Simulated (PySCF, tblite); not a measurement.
Species: C5H11OP.
Atom-mapped SMILES: `[CH3:1][C@@H:2]1[CH2:3][CH2:4][CH2:5][P@@H:6]1=[O:7]` (hydrogens: H8, H9, H10 on C1; H11 on C2; H12, H13 on C3; H14, H15 on C4; H16, H17 on C5; H18 on P6)

Structure used (GFN2-xTB), in Å, numbered top down from 1:
```xyz
18
C5H11OP angstrom
C     -2.200   -0.049    0.247
C     -0.833    0.252   -0.343
C     -0.005   -0.993   -0.673
C      1.450   -0.547   -0.809
C      1.789    0.226    0.462
P      0.246    1.133    0.882
O     -0.160    1.096    2.288
H     -2.755    0.874    0.403
H     -2.084   -0.537    1.213
H     -2.775   -0.697   -0.412
H     -0.936    0.867   -1.243
H     -0.086   -1.704    0.153
H     -0.363   -1.479   -1.582
H      2.117   -1.400   -0.945
H      1.550    0.105   -1.679
H      1.980   -0.451    1.300
H      2.650    0.883    0.347
H      0.408    2.428    0.381
```

Method used: wB97X-D/def2-SVPD in PySCF (dipole) on a GFN2-xTB geometry, gas phase.

Take the most abundant isotopes and a rigid rotor. The values belong to one conformer with, in the numbering `[CH3:1][C@@H:2]1[CH2:3][CH2:4][CH2:5][P@@H:6]1=[O:7]`, C1–C2–C3–C4 -162°, C2–C3–C4–C5 53°, C3–C4–C5–P6 -36°, C4–C5–P6–O7 135°.

Q: What are A, B and C (GHz)?

A: Ia = 186.22, Ib = 206.45, Ic = 343.71 u·Å²; 505379 MHz·u·Å²/I gives 2714, 2448 and 1470 MHz, that is A = 2.7139, B = 2.4480, C = 1.4704 GHz.

Q: What kind of rotor is it?

A: An asymmetric top: κ = (2 × 2448 − 2714 − 1470)/(2714 − 1470) = 0.57.

Q: What does the inertial defect say?

A: Not planar: Δ = Ic − Ia − Ib = -48.96 u·Å². For a rigid frame Δ = −2 Σ m c², so Σ m c² = 24.48 u·Å² lies off the ab plane: 11.82 from hydrogen and 12.66 from heavier atoms. The atom farthest from that plane is 1.67 Å away.

Q: Give the other two planar moments, Paa and Pbb, and the rms extents of the mass along the axes.

A: Paa = Σ m a² = (Ib + Ic − Ia)/2 = 181.97 and Pbb = Σ m b² = (Ia + Ic − Ib)/2 = 161.74 u·Å². With the mass M = 118.05 u, the rms extents √(P/M) along a, b and c are 1.24, 1.17, 0.46 Å.

Q: List the rotational levels J(Ka,Kc) to J = 4 (K).

A: Above 0(0,0), as E/k:
J = 1: 1(0,1) 0.188, 1(1,1) 0.201, 1(1,0) 0.248
J = 2: 2(0,2) 0.528, 2(1,2) 0.530, 2(1,1) 0.671, 2(2,1) 0.709, 2(2,0) 0.745
J = 3: 3(0,3) 1.005, 3(1,3) 1.005, 3(1,2) 1.262, 3(2,2) 1.273, 3(2,1) 1.396, 3(3,1) 1.473, 3(3,0) 1.497
J = 4: 4(0,4) 1.623, 4(1,4) 1.623, 4(1,3) 1.991, 4(2,3) 1.992, 4(2,2) 2.236, 4(3,2) 2.266, 4(3,1) 2.367, 4(4,1) 2.493, 4(4,0) 2.508
The levels of one J sum to (2J + 1)J(J + 1)(A + B + C)/3.

Q: Which types of transition are allowed, and where do some lines up to J = 4 fall?

A: The dipole components are |μa| = 3.61 D, |μb| = 1.75 D, |μc| = 1.81 D. The squared components, which scale the intensities, stand as 1.00 : 0.23 : 0.25 (a : b : c). Some lines, for components of 0.1 D or more:

| type | branch | J(Ka,Kc) | MHz | lower level (cm⁻¹) |
| --- | --- | --- | --- | --- |
| a | Q | 2(1,1) ← 2(1,2) | 2933 | 0.368 |
| b | Q | 2(1,1) ← 2(0,2) | 2980 | 0.367 |
| a | R | 1(0,1) ← 0(0,0) | 3918 | 0.000 |
| c | R | 1(1,0) ← 0(0,0) | 5162 | 0.000 |
| b | R | 2(2,1) ← 1(1,0) | 9612 | 0.172 |
| b | R | 3(1,3) ← 2(0,2) | 9953 | 0.367 |
| a | R | 4(1,4) ← 3(1,3) | 12864 | 0.699 |
| c | R | 3(2,2) ← 2(1,2) | 15485 | 0.368 |
| b | R | 3(3,0) ← 2(2,1) | 16424 | 0.493 |
| a | R | 4(3,1) ← 3(3,0) | 18125 | 1.041 |

Its GFN2-xTB frequencies are all real (lowest 50 cm⁻¹). Zero-point vibration and centrifugal distortion are left out. A rigid rotor knows nothing of internal rotation, which can split or shift real lines.
